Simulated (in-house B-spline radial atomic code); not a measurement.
Computed with a B-spline radial atomic code. Model: two electrons, singlet ground state, non-relativistic, full CI in B-splines with partial waves to l = 8 (at full coupling up to 3e-4 hartree above the limit, correlation up to 0.6 % small), density held at that of full coupling by Lieb maximisation.

Along the adiabatic connection the electron repulsion is scaled by a coupling λ while a local potential keeps the density fixed. At λ = 0 the system is the Kohn-Sham one and W equals the exchange energy; the exchange-correlation energy is the area under W between 0 and 1. The kinetic energy rises with λ as the electrons avoid each other, with dT/dλ = −λ dW/dλ.

Command:
```bash
python run_ac.py task.json out
```
Settings (lengths in bohr, energies in hartree):
```
potential              ball
strength               1
lmax                   8
wall_radius            0.563
```

Run time, properties included: 4.6 s on 1 thread of Intel(R) Xeon(R) Processor @ 2.30GHz, on a shared host.

**W = mean repulsion less Hartree energy, and W of three functionals.**

Given: confinement empty hard sphere; hard wall radius 0.563 bohr; external potential zero inside.

Computed: PBE exchange minus exact 133.15 millihartree; SCAN exchange minus exact -28.635 millihartree.

| coupling | W xc (hartree) | W xc minus exchange (millihartree) | kinetic minus Kohn-Sham (millihartree) | LDA (PW92) W minus its exchange (millihartree) | PBE W minus its exchange (millihartree) | SCAN W minus its exchange (millihartree) |
| --- | --- | --- | --- | --- | --- | --- |
| 0 | -3.144 | 0 | 0 | 0 | 0 | 0 |
| 0.02 | -3.1463 | -2.216 | 0 | -14.87 | -4.05 | -1.97 |
| 0.05 | -3.1496 | -5.527 | 0.1 | -31.57 | -9.99 | -4.89 |
| 0.12 | -3.1572 | -13.188 | 0.8 | -63.18 | -23.3 | -11.59 |
| 0.25 | -3.1712 | -27.187 | 3.4 | -110.26 | -46.5 | -23.75 |
| 0.4 | -3.187 | -42.979 | 8.5 | -155.28 | -71.36 | -37.39 |
| 0.6 | -3.2075 | -63.451 | 18.7 | -206.51 | -102.07 | -55.02 |
| 0.8 | ? | ? | ? | ? | ? | ? |
| 1 | ? | ? | ? | ? | ? | ? |
| 1.4 | -3.2832 | -139.12 | 93.8 | -361.54 | -206.33 | -120.17 |
| 2 | -3.334 | -189.96 | 179.9 | -450.07 | -271.44 | -164.39 |
| 3 | -3.4091 | -265.02 | 366.7 | -569.24 | -363.78 | -230.94 |
| 4.5 | -3.503 | -358.96 | 716.4 | -707.82 | -476.45 | -317.2 |
| 7 | -3.6229 | -478.87 | 1397.9 | -877.86 | -620.69 | -433.92 |
| 10 | -3.7265 | -582.5 | 2270.1 | -1025.2 | -749.75 | -542.43 |

Task: What belongs in the row 0.8?

Result: W xc (hartree): -3.2273; W xc minus exchange (millihartree): -83.277; kinetic minus Kohn-Sham (millihartree): 32.6; LDA (PW92) W minus its exchange (millihartree): -251.2; PBE W minus its exchange (millihartree): -130.58; SCAN W minus its exchange (millihartree): -72.06.

Task: What belongs in the row 1?

Result: W xc (hartree): -3.2465; W xc minus exchange (millihartree): -102.48; kinetic minus Kohn-Sham (millihartree): 49.9; LDA (PW92) W minus its exchange (millihartree): -291.27; PBE W minus its exchange (millihartree): -157.29; SCAN W minus its exchange (millihartree): -88.57.

Task: What is the LDA exchange minus exact?

Result: 422.65 millihartree.

**Energy parts, natural occupations and partial-wave weights.**

Computed: exchange energy -3.144 hartree; correlation energy -0.052611 hartree; kinetic part of the DFT correlation energy 0.049871 hartree; kinetic part over minus potential part 0.48663; Hartree energy 6.2881 hartree; Kohn-Sham kinetic 31.152 hartree; Lieb Oxford ratio E_xc over LDA exchange 1.1746.

```
natural  occupation of the shell (electrons)
      s                               1.9975
      p                            0.0022618
      d                           0.00011115
      s                                    ?
      f                           1.5358e-05
      p                           1.1547e-05
```

Task: What belongs in the row s?

Result: occupation of the shell (electrons): 5.4385e-05.

| wave | weight |
| --- | --- |
| s | 0.99879 |
| p | 0.0011369 |
| d | ? |
| f | 8.1817e-06 |
| g | 1.8992e-06 |

Task: What belongs in the row d?

Result: weight: 5.7139e-05.

Task: What is the total energy?

Result: 34.2431 hartree.

Task: What is the initial slope twice GL2?

Result: -0.11095 hartree.

Half-way to full coupling W has made 52 % of its drop, against 50 % for a straight line, and second-order (GL2) theory, half the initial slope, overshoots the correlation energy by about 5 %: correlation is weak here. Over couplings 0 to 1 the errors in E_xc come to about +304 millihartree for LDA, +102 millihartree for PBE, -22 millihartree for SCAN, so SCAN is nearest. In LDA and PBE and SCAN the errors of exchange and correlation have opposite signs, so the sum is smaller than the larger of the two.
